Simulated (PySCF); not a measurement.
`[SiH3][C@H]1CC[C@@H]1Br`, C$_{4}$H$_{9}$BrSi

Cartesian coordinates in Å; atom numbers follow the order of the lines, from 1:
```xyz
15

Si   -2.053   -0.496    0.077
C    -0.248   -0.109    0.531
C     0.881   -0.961   -0.090
C     1.665    0.324   -0.397
C     0.392    1.120   -0.123
Br    0.570    2.714    0.999
H    -2.393   -1.798    0.647
H    -2.907    0.567    0.605
H    -2.139   -0.535   -1.385
H    -0.124   -0.066    1.615
H     0.569   -1.484   -0.992
H     1.368   -1.669    0.578
H     2.447    0.518    0.336
H     2.084    0.424   -1.397
H    -0.116    1.460   -1.026
```

Method used: PySCF 2.14.0, TDDFT PBE0/def2-SVPD circular dichroism and optical rotation, one conformer, gas phase. Geometry: GFN2-xTB.

The calculation is non-relativistic, which matters for the atoms heavier than Zn.

Task: Assign R or S to each stereocentre.

Result: C2 S, C5 S.

Task: List the lowest 8 singlet excitations with oscillator and rotatory strengths.

Result: Rotatory strengths R in 10⁻⁴⁰ esu² cm², velocity form and length form (origin at the centre of mass); f in length form.
| state | E (eV) | λ (nm) | f | R (velocity) | R (length) | main |
| --- | --- | --- | --- | --- | --- | --- |
| 1 | 5.98 | 207 | 0.002 | 0.0 | -0.3 | HOMO→LUMO 0.96 |
| 2 | 5.99 | 207 | 0.002 | +1.4 | +1.5 | HOMO−1→LUMO 0.96 |
| 3 | 6.93 | 179 | 0.010 | -8.9 | -8.3 | HOMO−2→LUMO 0.93 |
| 4 | 7.17 | 173 | 0.081 | +8.8 | +9.1 | HOMO→LUMO+1 0.89 |
| 5 | 7.20 | 172 | 0.016 | -16.6 | -17.0 | HOMO−1→LUMO+1 0.89 |
| 6 | 7.59 | 163 | 0.0008 | 0.0 | 0.0 | HOMO→LUMO+2 0.67, HOMO→LUMO+3 0.17 |
| 7 | 7.66 | 162 | 0.037 | +2.2 | +1.5 | HOMO−1→LUMO+2 0.62, HOMO−1→LUMO+3 0.15 |
| 8 | 7.73 | 160 | 0.004 | +22.4 | +21.1 | HOMO−2→LUMO+1 0.46, HOMO→LUMO+5 0.29 |

For state 1 the two forms differ in sign, so the sign of R isn't settled.

Among the states computed, the strongest CD band (largest |R|) is state 8. The largest dissymmetry factor in size, g = 4R/(D+G), with D and G the electric and magnetic dipole strengths, is +0.059 for state 8 (velocity form, f = 0.004), among bands with |R| over 0.5. The mirror image has the same energies and oscillator strengths and all R with the opposite sign.
